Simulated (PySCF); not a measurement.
Computed properties of CH₆ClNO₂Si, SMILES NC[Si](O)(O)Cl

CH₆ClNO₂Si, SMILES Cl[Si](O)(O)CN. Geometry: B3LYP-D3(BJ)/def2-SVP. The structure was generated by enumeration, and PubChem lists no compound with its InChIKey, so it may never have been made. The values are those of a single conformer. All values are computed for the isolated molecule unless a solvent is named; none is compared with measurement here.

**Structure.** All 30 harmonic modes at B3LYP-D3(BJ)/def2-SVP (PySCF) are real, so it is a minimum. With heavy atoms numbered as in [NH2:1][CH2:2][Si:3]([OH:4])([OH:5])[Cl:6], the shortest bond between them is N1–C2 at 1.469 Å and the longest Si3–Cl6 at 2.100 Å.

**Vibrations.** The strongest infrared lines (harmonic, unscaled, degenerate partners summed) lie at 891 cm⁻¹ (342 km/mol, H 48 %, Si 17 %, N 17 %, O 16 %), 814 cm⁻¹ (248 km/mol, H 54 %, O 27 %, Si 13 %), 788 cm⁻¹ (208 km/mol, H 70 %, O 26 %). The softest mode is at 68 cm⁻¹ and the zero-point energy is 53.5 kcal/mol.

**Electronic structure.** CAM-B3LYP/def2-TZVP (PySCF) places the frontier levels at -8.19 and 1.23 eV, a gap of 9.42 eV, and gives a dipole moment of 1.74 D and a mean polarisability of 60.9 bohr³. PBE/def2-TZVP (PySCF) at the same geometry gives -5.34 and -0.43 eV, so its gap is 4.51 eV narrower. An orbital gap is neither the optical nor the fundamental gap.

**Excitations.** TDA-PBE0/def2-SVPD (PySCF) has S1 at 5.72 eV (217 nm, f = 0.008, weak); the most intense of the 10 singlets computed lies at 7.99 eV (f = 0.06). T1 (TDA) is at 5.59 eV, 0.13 eV under S1. TDA-PBE/def2-SVPD (PySCF) puts S1 at 4.57 eV. No vertical singlet excitation falls in the visible range (under 3.1 eV).

**NMR.** GIAO shifts at PBE0/pcSseg-1 (PySCF) (non-relativistic, atoms alike by connectivity averaged): ¹³C at 34.9 ppm against TMS; ¹H from 0.4 to 2.5 ppm against TMS; ²⁹Si at -13.2 ppm against TMS. Without spin–orbit terms, shifts of atoms bonded to Cl or Br come out too high.
